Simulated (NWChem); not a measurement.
System: BH₃S; SMILES BS

```xyz
5

B      0.0078    -1.2040     0.0000
H      1.0698    -1.7727     0.0000
H     -1.0441    -1.7896     0.0000
S      0.0836     0.5634     0.0000
H     -1.2407     0.8368     0.0000
```
Atoms are numbered in this order, from 1.

Computed with NWChem. All runs use the structure optimised with PBE0/def2-SVP. Hartree-Fock couplings suffer from near triplet instabilities. Isotropic indirect couplings, all four terms, static geometry, non-relativistic.

Problem. What does the run give for Hartree-Fock/pcJ-1? Quantities: J(11B atom 1, 1H atom 2) (Hz); J(11B atom 1, 1H atom 3) (Hz); J(1H atom 2, 1H atom 3) (Hz).

Solution. 
```
Item                           Value
-----------------------------  -----
J(11B atom 1, 1H atom 2) (Hz)  168.7
J(11B atom 1, 1H atom 3) (Hz)  175.0
J(1H atom 2, 1H atom 3) (Hz)    -1.8
```
